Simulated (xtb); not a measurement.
CHF$_{2}$ (SMILES F[CH]F), doublet, at a GFN2-xTB geometry. Base run: GFN0-xTB run with xtb.

Input for xtb:
```
$ xtb mol.xyz --gfn 0 --uhf 1 --json

# file mol.xyz
4

C      0.06401414    -0.00053804     0.50038755
F     -0.08071573     1.09566547    -0.23113025
F     -0.06029074    -1.09592016    -0.23609971
H      0.88497342     0.00552047     1.20274435
```

Each row names what was changed in the base input (with any setting that the change needs).

| change | ΔE vs base (kcal/mol) |
|---|---|
| base | 0.000 |
| acc = 1000 | 0.000 |
| etemp = 3000 | -0.103 |
| acc = 0.0001 | 0.000 |
